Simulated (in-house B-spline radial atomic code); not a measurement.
A fraction x of an electron is removed from 2s in N³⁺, starting from [He] 2s2 and keeping the highest spin. All numbers are computed (non-relativistic PBE, spin-polarised, spherical fractional occupations; point nucleus) with an all-electron radial atomic-structure program (B-spline basis), not measured.

| x | E(x) - E(0) (eV) | 2s down level (eV) |
| --- | --- | --- |
| 0 | 0.0000 | -68.081 |
| 0.05 | 3.4259 | -68.953 |
| 0.24 | 16.8397 | -72.236 |
| 0.35 | 24.8887 | -74.107 |
| 0.45 | 32.3834 | -75.781 |
| 0.5 | 36.1931 | -76.606 |
| 0.59 | 43.1537 | -78.070 |
| 0.68 | 50.2447 | -79.502 |
| 0.79 | 59.0844 | -81.215 |
| 0.96 | 73.1093 | -83.624 |
| 1 | 76.4441 | - |

The exact functional would give a straight line between the two integer points. Deviations E(x) - E(0) - x[E(1) - E(0)], in eV: -0.396 at x = 0.05, -1.507 at x = 0.24, -1.867 at x = 0.35, -2.016 at x = 0.45, -2.029 at x = 0.5, -1.948 at x = 0.59, -1.737 at x = 0.68, -1.306 at x = 0.79, -0.277 at x = 0.96.

The curve lies below the straight line by up to 2.029 eV (at x = 0.5): convex, the delocalisation error that favours fractional charges.

(1) How well does Slater's transition state (minus the level at half occupation) give the ionisation energy?

## Answers

(1) It gives 76.606 eV against 76.444 eV from the two total energies; NIST lists 77.47 eV, ground level to ground level.
